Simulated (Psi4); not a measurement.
water (H2O), singlet, geometry from GFN2-xTB; HF/def2-TZVP (Psi4 1.11).

The Psi4 input:
```
memory 2 GB

molecule {
0 1
  O     0.00956971    0.00206403    0.11338892
  H    -0.05579359    0.76362201   -0.46612807
  H    -0.02076411   -0.78013425   -0.44098332
}

set basis def2-tzvp
set stability_analysis check
set scf_type pk

energy('scf')
print_variables()
```

The log (banner, timings and long lists left out):

```
   => Loading Basis Set <=

    Name: DEF2-TZVP
    Role: ORBITAL
    Keyword: BASIS

         ---------------------------------------------------------
                                   SCF
               by Justin Turney, Rob Parrish, Andy Simmonett
                          and Daniel G. A. Smith
                              RHF Reference
         ---------------------------------------------------------

  ==> Geometry <==

    Molecular point group: cs
    Full point group: Cs

    Geometry (in Angstrom), charge = 0, multiplicity = 1:

       Center              X                  Y                   Z               Mass
    ------------   -----------------  -----------------  -----------------  -----------------
         O           -0.063675101211     0.001155238628     0.000000000000    15.994914619570
         H            0.519292141749     0.762884884383     0.000000000000     1.007825032230
         H            0.491277922193    -0.781219359738     0.000000000000     1.007825032230

  Running in cs symmetry.

  Rotational constants: A =     29.08172  B =     14.02637  C =      9.46251 [cm^-1]
  Rotational constants: A = 871848.17886  B = 420499.89604  C = 283679.04568 [MHz]
  Nuclear repulsion =    9.169540395829205

  Charge       = 0
  Multiplicity = 1
  Electrons    = 10
  Nalpha       = 5
  Nbeta        = 5

  ==> Algorithm <==

  SCF Algorithm Type is PK.
  DIIS enabled.
  MOM disabled.
  Fractional occupation disabled.
  Guess Type is SAD.
  Energy threshold   = 1.00e-06
  Density threshold  = 1.00e-06
  Integral threshold = 1.00e-12

  ==> Primary Basis <==

  Basis Set: DEF2-TZVP
    Blend: DEF2-TZVP
    Number of shells: 19
    Number of basis functions: 43
    Number of Cartesian functions: 48
    Spherical Harmonics?: true
    Max angular momentum: 3

  ==> Integral Setup <==

  Using in-core PK algorithm.
   Calculation information:
      Number of atoms:                   3
      Number of AO shells:              19
      Number of primitives:             32
      Number of atomic orbitals:        48
      Number of basis functions:        43

      Integral cutoff                 1.00e-12
      Number of threads:                 1

  Performing in-core PK
  Using 895862 doubles for integral storage.
  We computed 18145 shell quartets total.
  Whereas there are 18145 unique shell quartets.

  ==> DiskJK: Disk-Based J/K Matrices <==

    J tasked:                  Yes
    K tasked:                  Yes
    wK tasked:                  No
    Schwarz Cutoff:          1E-12

  Minimum eigenvalue in the overlap matrix is 8.3954588223E-03.
  Reciprocal condition number of the overlap matrix is 1.6425264298E-03.
    Using symmetric orthogonalization.

  ==> Pre-Iterations <==

  SCF Guess: Superposition of Atomic Densities via on-the-fly atomic UHF (no occupation information).

   -------------------------
    Irrep   Nso     Nmo
   -------------------------
     A'        31      31
     A"        12      12
   -------------------------
    Total      43      43
   -------------------------

  ==> Iterations <==

                        Total Energy        Delta E     RMS |[F,P]|

   @RHF iter SAD:   -75.49985827461464   -7.54999e+01   0.00000e+00
   @RHF iter   1:   -75.97907339348214   -4.79215e-01   1.36858e-02 DIIS/ADIIS
   @RHF iter   2:   -76.03169321441607   -5.26198e-02   8.88444e-03 DIIS/ADIIS
   @RHF iter   3:   -76.05843961905626   -2.67464e-02   7.71702e-04 DIIS/ADIIS
   @RHF iter   4:   -76.05889160150313   -4.51982e-04   1.58223e-04 DIIS/ADIIS
   @RHF iter   5:   -76.05891484508118   -2.32436e-05   3.13271e-05 DIIS
   @RHF iter   6:   -76.05891625991438   -1.41483e-06   7.08565e-06 DIIS
   @RHF iter   7:   -76.05891634201167   -8.20973e-08   1.06872e-06 DIIS
   @RHF iter   8:   -76.05891634348347   -1.47180e-09   1.79435e-07 DIIS
  Energy and wave function converged.

	Presorting SO-basis two-electron integrals.
	Sorting File: SO Ints (nn|nn) nbuckets = 1
	Constructing frozen core operators
	Starting first half-transformation.
	Sorting half-transformed integrals.
	First half integral transformation complete.
	Starting second half-transformation.
	Two-electron integral transformation complete.
	Starting first half-transformation.
	Sorting half-transformed integrals.
	First half integral transformation complete.
	Starting second half-transformation.
	Two-electron integral transformation complete.
    Lowest singlet (RHF->RHF) stability eigenvalues:
     App 0.340222       App 0.402033        Ap 0.420719        Ap 0.490432
      Ap 0.563476        Ap 0.611437       App 0.668316       App 0.681871
      Ap 0.697803       App 0.739995

    Lowest triplet (RHF->UHF) stability eigenvalues:
     App 0.273356        Ap 0.305781        Ap 0.351907       App 0.353238
      Ap 0.441096        Ap 0.482092        Ap 0.515389       App 0.583506
     App 0.638915       App 0.659771

  ==> Post-Iterations <==

    Orbital Energies [Eh]
    ---------------------

    Doubly Occupied:

[...]
    Virtual:

[...]
    Final Occupation by Irrep:
             Ap   App
    DOCC [     4,    1 ]
    NA   [     4,    1 ]
    NB   [     4,    1 ]

  @RHF Final Energy:   -76.05891634348347

   => Energetics <=

    Nuclear Repulsion Energy =              9.1695403958292054
    One-Electron Energy =                -123.0429610985087550
    Two-Electron Energy =                  37.8145043591960857
    Total Energy =                        -76.0589163434834745

Computation Completed

Properties will be evaluated at   0.000000,   0.000000,   0.000000 [a0]

Properties computed using the SCF density matrix

 Multipole Moments:

 ------------------------------------------------------------------------------------
     Multipole            Electronic (a.u.)      Nuclear  (a.u.)        Total (a.u.)
 ------------------------------------------------------------------------------------

 L = 1.  Multiply by 2.5417464519 to convert [e a0] to [Debye]
 Dipole X            :         -0.1157636            0.9470726            0.8313090
 Dipole Y            :          0.0021003           -0.0171825           -0.0150822
 Dipole Z            :          0.0000000            0.0000000            0.0000000
 Magnitude           :                                                    0.8314458

 ------------------------------------------------------------------------------------

  Variable Map:
  ----------------------------------------------------------------------------
[...]
  Array Variable Map:
  ----------------------------------------------------------------------------
[...]
[...]
```
